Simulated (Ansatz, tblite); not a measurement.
Forces on CdB9 at its PBE-D4/def2-SVP geometry. Charge 0, multiplicity 2.

In the def2 sets Cd takes a core potential; there is no spin–orbit coupling. The xTB rows come from tblite. The structure comes from a short search, and lower isomers may exist.

GFN1-xTB (tblite), largest force 1.74 eV/Å:

```xyz
10
positions Å, forces eV/Å
Cd   -1.927    0.159    2.232   -0.476    0.345    1.482
B    -1.137   -0.300    0.106   -0.043   -0.057   -0.073
B     1.310    1.405    0.433   -0.265    0.159    0.067
B    -0.766   -0.758   -1.553    0.161   -0.538   -1.650
B     0.080    1.758   -0.497    0.294    0.152   -0.184
B     1.758   -0.022    0.903   -0.181   -0.180    0.218
B    -0.871    0.801   -1.302   -0.250    0.278    0.132
B    -0.116   -1.691   -0.450   -0.076   -0.186    0.291
B     1.056   -1.395    0.555    0.310   -0.072   -0.134
B     0.612    0.042   -0.427    0.528    0.100   -0.148
```

GFN2-xTB (tblite), largest force 1.83 eV/Å:

```
Cd 0.303 0.055 -0.118
B 1.197 -0.110 -1.383
B -0.195 -0.867 0.060
B -0.352 0.098 0.514
B 0.359 -0.977 0.054
B -0.611 0.467 -0.361
B 0.491 -0.492 0.660
B 0.094 0.999 0.210
B -0.166 0.845 -0.541
B -1.119 -0.018 0.905
```

PBE-D4/def2-TZVP (Ansatz), largest force 0.45 eV/Å:

```
Cd 0.028 0.001 -0.024
B 0.041 -0.025 -0.083
B -0.248 -0.334 -0.167
B 0.132 0.134 0.317
B 0.105 -0.356 0.018
B -0.358 0.023 -0.272
B 0.258 -0.118 0.201
B 0.137 0.355 0.047
B -0.118 0.269 -0.211
B 0.024 0.052 0.173
```
